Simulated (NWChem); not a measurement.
# C3H6OSi; SMILES C(#C[SiH2]O)C

```xyz
11

C     -0.2462     3.1005    -0.0125
C     -0.0001     1.6628    -0.0061
C      0.2084     0.4628    -0.0071
Si     0.5189    -1.3334     0.0021
O     -0.8926    -2.2182    -0.0597
H      0.0943     3.5665     0.9200
H      0.2803     3.5865    -0.8428
H     -1.3157     3.3163    -0.1245
H      1.2750    -1.7332    -1.2060
H      1.3104    -1.6505     1.2234
H     -1.5418    -2.0292     0.6321
```
Atoms are numbered in this order, from 1.

Computed with NWChem. Medium grid unless said otherwise, to which SCAN and Minnesota functionals are sensitive. Structure relaxed at the B3LYP/6-31G* (spherical d) level. Total energies of different functionals are on different scales.

| level | energy (Ha) | highest occupied level (eV) | orbital gap (eV) | dipole (D) |
|---|---|---|---|---|
| PBE/def2-SVP | -482.0008 | -6.39 | 5.43 | 2.69 |
| B3LYP/def2-SVP | -482.4196 | -7.38 | 7.14 | 2.70 |
| TPSSh/def2-SVP | -482.4272 | -6.98 | 6.53 | 2.70 |
| r2SCAN/def2-SVP | -482.2555 | -6.69 | 5.96 | 2.81 |
| LDA (Slater exchange, VWN5)/def2-SVP | -479.5911 | … | … | 2.77 |
| PW6B95/def2-SVP | -482.8889 | -7.72 | 7.72 | 2.71 |

Q: Complete the blanks.

A: 
- LDA (Slater exchange, VWN5)/def2-SVP, highest occupied level (eV): -6.48
- LDA (Slater exchange, VWN5)/def2-SVP, orbital gap (eV): 5.32
